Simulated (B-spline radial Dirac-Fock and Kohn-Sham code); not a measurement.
# Photoionisation of vanadium ions at Ag Lα (2984.4 eV)

Model: a relativistic central-field model (Hartree-Slater potential of the initial state, Latter tail, multipole expansion of the photon field, Dirac-Fock thresholds). Program: a radial finite-basis atomic code. Cross sections in kb; a dash marks an empty subshell or a threshold above the photon energy.

| ion | configuration | total | 2s | 2p3/2 | 3p1/2 | 3d3/2 | 3d5/2 |
| --- | --- | --- | --- | --- | --- | --- | --- |
| V | [Ar] 3d3 4s2 | 32.19 | 12.2 | 10.7 | 0.637 | 0.0107 | 0.0157 |
| V³⁺ | [Ar] 3d2 | 32.24 | 12.2 | 10.7 | 0.671 | 0.00912 | 0.0134 |
| V⁴⁺ | [Ar] 3d1 | 32.39 | 12.2 | 10.7 | 0.703 | 0.00540 | 0.00792 |
| V⁹⁺ | [Ne] 3s2 3p2 | 32.15 | 12.4 | 10.9 | 0.312 | – | – |
| V¹⁶⁺ | [He] 2s2 2p3 | 24.42 | 14.3 | 6.63 | – | – | – |

Values without a named source are computed, but for edge energies of neutral atoms, which are taken from tables.
